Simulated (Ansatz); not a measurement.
The first iterations of a band of CH₃ClF₂Ti (8 atoms, charge 0, multiplicity 1).

All numbers below come from Ansatz 0.2.0, RKS BLYP-D4/def2-SVP.

```
movable images  : 5
climbing image  : yes
spring          : 5.0 eV/Å²
optimiser       : quadratic models (default)
start path      : through a guess of the saddle point
force threshold : 0.5 eV/Å
iteration limit : 60
end points      : relaxed
```

Image 0:

```xyz
8
Properties=species:S:1:pos:R:3
Ti 0.088 0.522 0.811
Cl 2.041 -0.120 1.614
C -0.195 -0.540 -0.930
H 0.639 -0.319 -1.628
F 0.059 2.213 0.350
F -1.254 0.096 1.855
H -1.162 -0.228 -1.380
H -0.217 -1.624 -0.693
```

Image 6:

```xyz
8
Properties=species:S:1:pos:R:3
Ti 0.077 0.497 0.830
Cl 2.238 0.394 1.266
C -0.193 -0.539 -0.929
H 0.145 -1.587 -0.786
F -0.485 2.128 0.514
F -0.907 -0.326 2.024
H 0.401 -0.051 -1.731
H -1.274 -0.517 -1.188
```

| iteration | highest image above the first end (eV) | largest band force component (eV/Å) |
| --- | --- | --- |
| 1 | 2.992 | 7.076 |
| 2 | 1.985 | 2.634 |

Task: Does the band converge within its limit, and where does its top end?

Result: The run converged. It ended after 7 iterations with the highest image 0.108 eV above the first end. The threshold of 0.5 eV/Å is loose, so the images may lie well off the minimum-energy path. The order of the stationary point at the top wasn't checked. Another band between the same ends, with other settings, climbed to 0.04 eV only, so this may not be the lowest route.

Time of the run: 66 s on 2 threads of Intel(R) Xeon(R) Platinum 8488C (Sapphire Rapids), on a shared host, peak memory 0.19 GiB.
